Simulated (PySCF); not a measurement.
# Relaxation of singlet NbS₃⁻

All numbers come from PBE/[Nb def2-SVPD with ECP28, S def2-SVPD], scalar-relativistic core potentials, density fitting, no spin–orbit coupling, PySCF. A (50,194) grid was used.

A hand-made T-shaped start, of C2v symmetry, held to at least that symmetry:

```xyz
4
charge -1 multiplicity 1, angstrom
Nb    0.0000    0.0000   -0.3967
S     0.0000    0.0000    1.7933
S     2.1887    0.0000   -0.3203
S    -2.1887    0.0000   -0.3203
```

Task: What forces act on the atoms at the start (eV/Å)?

Result: 
```csv
atom,Fx,Fy,Fz
Nb1,0.00,0.00,1.62
S2,0.00,0.00,1.63
S3,2.57,0.00,-1.62
S4,-2.57,0.00,-1.62
```

Task: What does it relax to?

Result: It ends at D3h with Nb–S 2.236 Å (×3); S–Nb–S 120.0° (×3) (after a last refinement on a finer grid). A frequency run shows 1 imaginary mode, down to 85i cm⁻¹, so it is a saddle point.

Task: How much energy is released, and in how many steps?

Result: 246.7 kJ/mol in 14 steps.

Stability towards spin polarisation was not tested.
